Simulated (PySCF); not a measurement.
C4H9 (SMILES C[C+](C)C), charge +1, singlet, geometry from GFN2-xTB; SVWN5/STO-3G (PySCF).

PySCF was given this input:
```python
from pyscf import gto, scf, dft

mol = gto.M(
    atom='''
C    -0.393034    1.375284    0.225055
C    -0.000000    0.000000    0.000000
C     1.359760   -0.417833    0.270185
C    -0.966725   -0.957450   -0.495240
H     0.257210    2.045904   -0.347836
H    -0.182466    1.656657    1.262959
H    -1.433914    1.582096   -0.009082
H     1.797401   -0.863043   -0.630377
H     1.357726   -1.252290    0.980418
H     2.002436    0.377666    0.637838
H    -1.395098   -0.598990   -1.437979
H    -0.568522   -1.959762   -0.628756
H    -1.834773   -0.988237    0.172816
''',
    basis='sto-3g',
    charge=1,
    spin=0,
    verbose=4,
)

mf = dft.RKS(mol)
mf.xc = 'lda,vwn'
mf.diis = False
mf.max_cycle = 100
mf.kernel()
```

It wrote (shortened):

```
PySCF version 2.14.0

[INPUT] verbose = 4
[INPUT] num. atoms = 13
[INPUT] num. electrons = 32
[INPUT] charge = 1
[INPUT] spin (= nelec alpha-beta = 2S) = 0
[INPUT] symmetry False subgroup None
[INPUT] Mole.unit = angstrom
[INPUT] Symbol           X                Y                Z      unit          X                Y                Z       unit  Magmom
[...]
nuclear repulsion = 128.055247464598
number of shells = 21
number of NR pGTOs = 87
number of NR cGTOs = 29
basis = sto-3g
ecp = {}

******** <class 'pyscf.dft.rks.RKS'> ********
method = RKS
initial guess = minao
damping factor = 0
level_shift factor = 0
DIIS disabled
SCF conv_tol = 1e-09
SCF conv_tol_grad = None
SCF max_cycles = 100
direct_scf = True
direct_scf_tol = 1e-13
XC library pyscf.dft.libxc version 7.1.2
    S. Lehtola, C. Steigemann, M. J. T. Oliveira, and M. A. L. Marques,  SoftwareX 7, 1–5 (2018)
XC functionals = lda,vwn
    P. A. M. Dirac,  Math. Proc. Cambridge Philos. Soc. 26, 376 (1930)
    F. Bloch,  Z. Phys. 57, 545 (1929)
    S. H. Vosko, L. Wilk, and M. Nusair,  Can. J. Phys. 58, 1200 (1980)
radial grids:
    Treutler-Ahlrichs [JCP 102, 346 (1995); DOI:10.1063/1.469408] (M4) radial grids

becke partition: Becke, JCP 88, 2547 (1988); DOI:10.1063/1.454033
pruning grids: <function nwchem_prune>
grids dens level: 3
symmetrized grids: False
atomic radii adjust function: <function treutler_atomic_radii_adjust>
small_rho_cutoff = 0
Set gradient conv threshold to 3.16228e-05
Initial guess from minao.
tot grids = 144744
init E= -154.518794359583
[...]
cycle= 1 E= -154.147009478281  delta_E= 0.372  |g|= 0.343  |ddm|= 4.18
[...]
cycle= 2 E= -154.087140155132  delta_E= 0.0599  |g|= 0.559  |ddm|= 1.03
[...]
cycle= 3 E= -154.010093623256  delta_E= 0.077  |g|= 0.724  |ddm|= 1.51
[...]
cycle= 4 E= -153.671085427289  delta_E= 0.339  |g|= 1.25  |ddm|= 2.27
[...]
cycle= 5 E= -153.521974690616  delta_E= 0.149  |g|= 1.36  |ddm|= 3.08
[...]
cycle= 6 E= -152.771386967247  delta_E= 0.751  |g|= 1.92  |ddm|=    4
[...]
cycle= 7 E= -152.861822148188  delta_E= -0.0904  |g|= 1.81  |ddm|= 4.61
[...]
cycle= 8 E= -152.127987252734  delta_E= 0.734  |g|= 2.22  |ddm|= 5.12
[...]
cycle= 9 E= -152.534789224998  delta_E= -0.407  |g|= 1.96  |ddm|= 5.32
[...]
cycle= 10 E= -151.897179650332  delta_E= 0.638  |g|=  2.3  |ddm|= 5.49
[...]
cycle= 11 E= -152.434695819555  delta_E= -0.538  |g|=    2  |ddm|= 5.54
[...]
cycle= 12 E= -151.828472144929  delta_E= 0.606  |g|= 2.33  |ddm|= 5.59
[...]
cycle= 13 E= -152.4065430891  delta_E= -0.578  |g|= 2.01  |ddm|=  5.6
[...]
cycle= 14 E= -151.804481985237  delta_E= 0.602  |g|= 2.34  |ddm|= 5.62
[...]
cycle= 15 E= -152.397063365394  delta_E= -0.593  |g|= 2.02  |ddm|= 5.62
[...]
cycle= 16 E= -151.790551772819  delta_E= 0.607  |g|= 2.35  |ddm|= 5.63
[...]
cycle= 17 E= -152.391545829834  delta_E= -0.601  |g|= 2.02  |ddm|= 5.64
[...]
cycle= 18 E= -151.761191231051  delta_E= 0.63  |g|= 2.36  |ddm|= 5.65
[...]
cycle= 19 E= -152.379481425572  delta_E= -0.618  |g|= 2.02  |ddm|= 5.66
[...]
cycle= 20 E= -151.486702618652  delta_E= 0.893  |g|= 2.45  |ddm|= 5.71
[...]
cycle= 21 E= -148.424187766309  delta_E= 3.06  |g|= 2.95  |ddm|= 7.73
[...]
cycle= 22 E= -138.060594091482  delta_E= 10.4  |g|= 3.67  |ddm|= 12.7
[...]
cycle= 23 E= -132.051840677844  delta_E= 6.01  |g|= 3.79  |ddm|= 16.9
[...]
cycle= 24 E= -132.67496681121  delta_E= -0.623  |g|= 3.49  |ddm|= 18.2
[...]
cycle= 25 E= -130.874938727496  delta_E=  1.8  |g|= 3.19  |ddm|= 18.8
[...]
cycle= 26 E= -132.752587812412  delta_E= -1.88  |g|= 2.81  |ddm|= 18.7
[...]
cycle= 27 E= -129.554394033916  delta_E=  3.2  |g|= 2.59  |ddm|= 18.7
[...]
cycle= 28 E= -129.628037773066  delta_E= -0.0736  |g|=  2.3  |ddm|=   20
[...]
cycle= 29 E= -127.814834968558  delta_E= 1.81  |g|= 2.81  |ddm|= 20.1
[...]
cycle= 30 E= -127.690230030121  delta_E= 0.125  |g|= 3.02  |ddm|= 20.1
[...]
cycle= 31 E= -124.593690254165  delta_E=  3.1  |g|= 3.14  |ddm|= 20.3
[...]
cycle= 32 E= -126.8929863172  delta_E= -2.3  |g|= 3.01  |ddm|= 20.5
[...]
cycle= 49 E= -124.40585709382  delta_E= 2.47  |g|= 3.14  |ddm|= 20.5
[...]
cycle= 50 E= -126.872691379447  delta_E= -2.47  |g|= 3.01  |ddm|= 20.5
[...]
cycle= 51 E= -124.40585709382  delta_E= 2.47  |g|= 3.14  |ddm|= 20.5
[...]
cycle= 52 E= -126.872691379448  delta_E= -2.47  |g|= 3.01  |ddm|= 20.5
[...]
cycle= 53 E= -124.40585709382  delta_E= 2.47  |g|= 3.14  |ddm|= 20.5
[...]
cycle= 54 E= -126.872691379447  delta_E= -2.47  |g|= 3.01  |ddm|= 20.5
[...]
cycle= 55 E= -124.40585709382  delta_E= 2.47  |g|= 3.14  |ddm|= 20.5
[...]
cycle= 56 E= -126.872691379447  delta_E= -2.47  |g|= 3.01  |ddm|= 20.5
[...]
cycle= 57 E= -124.40585709382  delta_E= 2.47  |g|= 3.14  |ddm|= 20.5
[...]
cycle= 58 E= -126.872691379447  delta_E= -2.47  |g|= 3.01  |ddm|= 20.5
[...]
cycle= 59 E= -124.40585709382  delta_E= 2.47  |g|= 3.14  |ddm|= 20.5
[...]
cycle= 60 E= -126.872691379447  delta_E= -2.47  |g|= 3.01  |ddm|= 20.5
[...]
cycle= 61 E= -124.40585709382  delta_E= 2.47  |g|= 3.14  |ddm|= 20.5
[...]
cycle= 62 E= -126.872691379447  delta_E= -2.47  |g|= 3.01  |ddm|= 20.5
[...]
cycle= 63 E= -124.40585709382  delta_E= 2.47  |g|= 3.14  |ddm|= 20.5
[...]
cycle= 64 E= -126.872691379447  delta_E= -2.47  |g|= 3.01  |ddm|= 20.5
[...]
cycle= 65 E= -124.40585709382  delta_E= 2.47  |g|= 3.14  |ddm|= 20.5
[...]
cycle= 66 E= -126.872691379447  delta_E= -2.47  |g|= 3.01  |ddm|= 20.5
[...]
cycle= 67 E= -124.40585709382  delta_E= 2.47  |g|= 3.14  |ddm|= 20.5
[...]
cycle= 68 E= -126.872691379447  delta_E= -2.47  |g|= 3.01  |ddm|= 20.5
[...]
cycle= 69 E= -124.40585709382  delta_E= 2.47  |g|= 3.14  |ddm|= 20.5
[...]
cycle= 70 E= -126.872691379447  delta_E= -2.47  |g|= 3.01  |ddm|= 20.5
[...]
cycle= 71 E= -124.40585709382  delta_E= 2.47  |g|= 3.14  |ddm|= 20.5
[...]
cycle= 72 E= -126.872691379447  delta_E= -2.47  |g|= 3.01  |ddm|= 20.5
[...]
cycle= 73 E= -124.40585709382  delta_E= 2.47  |g|= 3.14  |ddm|= 20.5
[...]
cycle= 74 E= -126.872691379447  delta_E= -2.47  |g|= 3.01  |ddm|= 20.5
[...]
cycle= 75 E= -124.40585709382  delta_E= 2.47  |g|= 3.14  |ddm|= 20.5
[...]
cycle= 76 E= -126.872691379447  delta_E= -2.47  |g|= 3.01  |ddm|= 20.5
[...]
cycle= 77 E= -124.40585709382  delta_E= 2.47  |g|= 3.14  |ddm|= 20.5
[...]
cycle= 78 E= -126.872691379447  delta_E= -2.47  |g|= 3.01  |ddm|= 20.5
[...]
cycle= 79 E= -124.40585709382  delta_E= 2.47  |g|= 3.14  |ddm|= 20.5
[...]
cycle= 80 E= -126.872691379447  delta_E= -2.47  |g|= 3.01  |ddm|= 20.5
[...]
cycle= 81 E= -124.40585709382  delta_E= 2.47  |g|= 3.14  |ddm|= 20.5
[...]
cycle= 82 E= -126.872691379447  delta_E= -2.47  |g|= 3.01  |ddm|= 20.5
[...]
cycle= 83 E= -124.40585709382  delta_E= 2.47  |g|= 3.14  |ddm|= 20.5
[...]
cycle= 84 E= -126.872691379448  delta_E= -2.47  |g|= 3.01  |ddm|= 20.5
[...]
cycle= 85 E= -124.40585709382  delta_E= 2.47  |g|= 3.14  |ddm|= 20.5
[...]
cycle= 86 E= -126.872691379447  delta_E= -2.47  |g|= 3.01  |ddm|= 20.5
[...]
cycle= 87 E= -124.40585709382  delta_E= 2.47  |g|= 3.14  |ddm|= 20.5
[...]
cycle= 88 E= -126.872691379447  delta_E= -2.47  |g|= 3.01  |ddm|= 20.5
[...]
cycle= 89 E= -124.40585709382  delta_E= 2.47  |g|= 3.14  |ddm|= 20.5
[...]
cycle= 90 E= -126.872691379447  delta_E= -2.47  |g|= 3.01  |ddm|= 20.5
[...]
cycle= 91 E= -124.40585709382  delta_E= 2.47  |g|= 3.14  |ddm|= 20.5
[...]
cycle= 92 E= -126.872691379447  delta_E= -2.47  |g|= 3.01  |ddm|= 20.5
[...]
cycle= 93 E= -124.40585709382  delta_E= 2.47  |g|= 3.14  |ddm|= 20.5
[...]
cycle= 94 E= -126.872691379448  delta_E= -2.47  |g|= 3.01  |ddm|= 20.5
[...]
cycle= 95 E= -124.40585709382  delta_E= 2.47  |g|= 3.14  |ddm|= 20.5
[...]
cycle= 96 E= -126.872691379448  delta_E= -2.47  |g|= 3.01  |ddm|= 20.5
[...]
cycle= 97 E= -124.40585709382  delta_E= 2.47  |g|= 3.14  |ddm|= 20.5
[...]
cycle= 98 E= -126.872691379447  delta_E= -2.47  |g|= 3.01  |ddm|= 20.5
[...]
cycle= 99 E= -124.40585709382  delta_E= 2.47  |g|= 3.14  |ddm|= 20.5
[...]
cycle= 100 E= -126.872691379447  delta_E= -2.47  |g|= 3.01  |ddm|= 20.5
SCF not converged.
SCF energy = -126.872691379447
```

Convergence was not reached.
